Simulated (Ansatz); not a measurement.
Ansatz (an electronic-structure program) input (PBE/3-21G): The .json file is the Basis Set Exchange's 3-21G.

Ansatz 0.2 input:
```yaml
crystal:
  periodic: [false, false, false]
  atoms:
    - {symbol: Zn, position_ang: [-0.37282179, -0.67969828, -0.28983161]}
    - {symbol: S, position_ang: [0.60743641, 1.24061584, 0.46642525]}
    - {symbol: H, position_ang: [1.46567121, 0.54109494, 1.23214432]}
basis:
  gaussian:
    orbitals: 3-21G.json
hamiltonian:
  xc: {name: PBE}
magnetization: {spin_polarized: true, initial_magnetization: 1}
output: {forces: true}
```

What final total energy does it give?

-2167.02639 Eh.
